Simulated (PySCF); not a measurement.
Stretching SnP⁺

Set-up: basis Sn def2-SVPD with ECP28, P def2-SVPD; scalar-relativistic core potentials; PySCF 2.14. Energies in eV from Sn⁺ + P in their ground configurations at the same level. State: ³Σ⁻ (triplet), unpaired electrons π ↑↑.

All columns are PBE0. A positive dipole points towards P; it is taken about the centre of mass and depends on that origin.

```tsv
R (Å)	E (eV)	μ (D)	Mulliken charge on Sn (basis-dependent)	HOMO (eV)	LUMO (eV)	Mayer bond order	⟨S²⟩
2.285	-1.865	0.70	0.93	-12.51	-10.21	1.48	2.01
2.387	-2.153	0.40	0.95	-12.44	-9.93	1.46	2.01
2.463	-2.253	0.18	0.96	-12.36	-9.75	1.45	2.01
2.539	-2.279	-0.03	0.97	-12.27	-9.59	1.44	2.01
2.615	-2.248	-0.22	0.97	-12.17	-9.45	1.43	2.01
2.717	-2.141	-0.47	0.96	-12.03	-9.30	1.42	2.01
2.844	-1.939	-0.74	0.95	-11.83	-9.18	1.39	2.01
2.996	-1.644	-0.99	0.93	-11.59	-9.10	1.34	2.03
```

A fit through these points gives, at Re = 2.532 Å, μ = -0.01 D and dμ/dR = -2.67 D/Å; the reduced mass is 24.62 u.

Q: How strong is the fundamental in the double-harmonic approximation, I = 42.26·(dμ/dR)²/μred km/mol?

A: I = 42.26·(-2.67)²/24.62 = 12.2 km/mol at PBE0.

These are scalar-relativistic numbers at best; spin–orbit coupling would shift them, the dissociation energy most. For an ion De counts to the pair picked by the measured ionisation energies or electron affinities, which need not be the lowest pair at this level. The state is the lowest determinant that a PBE0 search found; another state may lie lower at other levels.
